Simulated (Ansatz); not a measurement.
`S[SiH2][TeH]` + `FB(Cl)C[SiH3]` → `[SiH3]C[SiH2][TeH]` + `FB(S)Cl`  (redistribution)

Gas-phase electronic energies from Ansatz, PBE0-D4/def2-TZVP geometries. CBS: MP2 limit from def2 TZ/QZ plus the TZ coupled-cluster correction, frozen cores. DFT in def2-TZVPP. B3LYP here is the variant with VWN-RPA as its local correlation; programs differ in this. Elements past krypton have def2 core potentials. For Te outer-core shells are correlated without core-valence functions, which leaves a few kJ/mol of doubt a bond. Each species was taken in one conformer, which may not be the lowest.

`S[SiH2][TeH]`:

```xyz
7

S    -1.062    1.720    0.742
Si   -0.443   -0.263    0.262
Te    0.885   -0.228   -1.852
H     0.186    2.218    0.769
H     0.395   -0.884    1.317
H    -1.718   -1.008    0.131
H     1.756   -1.554   -1.370
```

`FB(Cl)C[SiH3]`:

Z-matrix (Å, degrees):
```
C
Si 1 1.890
B 1 1.542 2 111.6
H 1 1.094 2 106.9 3 -121.3
H 1 1.093 2 106.1 3 121.9
H 2 1.486 1 109.3 3 176.7
H 2 1.485 1 110.0 3 -63.3
H 2 1.486 1 110.1 3 57.0
Cl 3 1.761 1 122.2 2 85.4
F 3 1.321 1 121.3 2 -92.3
```

`[SiH3]C[SiH2][TeH]`:

Z-matrix (Å, degrees):
```
Si
C 1 1.878
H 1 1.484 2 110.7
H 1 1.489 2 109.8 3 119.9
H 1 1.488 2 110.3 3 -120.8
Si 2 1.867 1 114.5 3 81.1
H 2 1.096 1 109.2 3 -158.4
H 2 1.095 1 109.0 3 -41.8
Te 6 2.499 2 112.8 1 -49.0
H 6 1.486 2 110.4 1 66.1
H 6 1.486 2 111.0 1 -172.9
H 9 1.659 6 91.6 2 -62.3
```

`FB(S)Cl`:

```xyz
5

F    -0.773   -0.962   -0.787
B    -0.067   -0.425    0.189
S     0.538    1.262    0.104
Cl    0.286   -1.390    1.604
H     0.015    1.514   -1.109
```

(1) Is it downhill or uphill in electronic energy at CCSD(T)/CBS, and by how much? (Best estimate.)

(2) What do these levels give: r2SCAN-D4, PBE0-D4, B3LYP-D4, ωB97X-V, ωB97M-V, PBE, r2SCAN, PBE0, B3LYP, SCS-MP2/def2-TZVPP, CCSD/def2-TZVPP, MP2/CBS(def2)? (An estimate is asked.)

Largest T1 diagnostic among the species: 0.012.

Answers

(1) The calculation gave: Uphill: ΔE = +0.08 eV.

(2) Computed: r2SCAN-D4 0.08, PBE0-D4 0.08, B3LYP-D4 0.08, ωB97X-V 0.09, ωB97M-V 0.08, PBE 0.09, r2SCAN 0.09, PBE0 0.11, B3LYP 0.13, SCS-MP2/def2-TZVPP 0.07, CCSD/def2-TZVPP 0.08, MP2/CBS(def2) 0.07 eV.

The D4 term adds −0.05 eV with B3LYP and −0.03 eV with PBE0; it sums over pairs of atoms, weighted by their polarisabilities, and B3LYP, whose exchange is more repulsive, gets the larger term. In def2-TZVPP, CCSD(T) changes the Hartree–Fock value by −0.13 eV (the triples alone add −0.02 eV) and MP2 by −0.14 eV.
